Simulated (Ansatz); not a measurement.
Z-matrix (Å, degrees):
```
Hf
N 1 2.045
N 1 2.047 2 108.3
N 1 2.046 2 105.9 3 113.8
O 1 1.938 2 110.9 3 -122.3
H 2 1.010 1 125.8 3 154.9
H 2 1.010 1 124.9 3 -14.4
H 3 1.010 1 126.5 2 -89.0
H 3 1.010 1 124.6 2 97.5
H 4 1.010 1 124.8 2 -3.2
H 4 1.010 1 126.3 2 170.9
H 5 0.950 1 164.1 2 -125.5
```

Charge 0, multiplicity 1. Hf: def2 effective core potential.

Problem. List the CAM-B3LYP/def2-TZVPP orbital energies in eV (Ansatz 0.2.0). (Estimate.)

Solution. Ansatz gave: Occupied: -521.75, -390.10, -390.08, -390.07, -68.68, -37.33, -37.05, -37.03, -27.86, -23.96, -23.75, -23.74, -15.12, -14.28, -14.23, -14.15, -11.82, -11.48, -11.44, -10.51, -10.48, -8.59, -8.44, -8.14. Lowest empty: 0.78, 1.97, 2.12, 2.33, 2.58, 2.62, 2.71, 3.00.
